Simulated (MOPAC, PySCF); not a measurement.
H₃Ga, SMILES `[GaH3]`, neutral singlet in the gas phase. 

Z-matrix (Å, degrees):
```
Ga
H 1 1.5680
H 1 1.5680 2 119.99
H 1 1.5681 2 120.00 3 179.99
```
Charge 0, multiplicity 1.

All levels are single points at this geometry (PBE0-D3(BJ)/def2-TZVP); Pople sets use spherical d functions. Orbital energies aren't observables, and empty levels follow the basis.

HF/3-21G in PySCF gives gap (eV) = 12.35.

**Question.** Estimate the gap (eV) from each of these levels: PBE0-D3(BJ)/def2-TZVP in PySCF; ωB97X-D3(BJ)/def2-TZVP in PySCF; B3LYP/3-21G in PySCF; B3LYP/6-311+G** (LANL2DZ on Ga) in PySCF; B3LYP/LANL2DZ in PySCF; M06-2X/6-31G* in PySCF; SVWN5/6-31G* in PySCF; HF/6-31G* in PySCF; HF/STO-3G in PySCF; PM3 in MOPAC; PM6 in MOPAC; PM7 in MOPAC.

**Answer.** 
| level | gap (eV) |
|---|---|
| PBE0-D3(BJ)/def2-TZVP in PySCF | 6.77 |
| ωB97X-D3(BJ)/def2-TZVP in PySCF | 11.19 |
| B3LYP/3-21G in PySCF | 6.27 |
| B3LYP/6-311+G** (LANL2DZ on Ga) in PySCF | 6.45 |
| B3LYP/LANL2DZ in PySCF | 6.49 |
| M06-2X/6-31G* in PySCF | 8.36 |
| SVWN5/6-31G* in PySCF | 4.51 |
| HF/6-31G* in PySCF | 12.47 |
| HF/STO-3G in PySCF | 11.49 |
| PM3 in MOPAC | 8.05 |
| PM6 in MOPAC | 11.44 |
| PM7 in MOPAC | 11.96 |
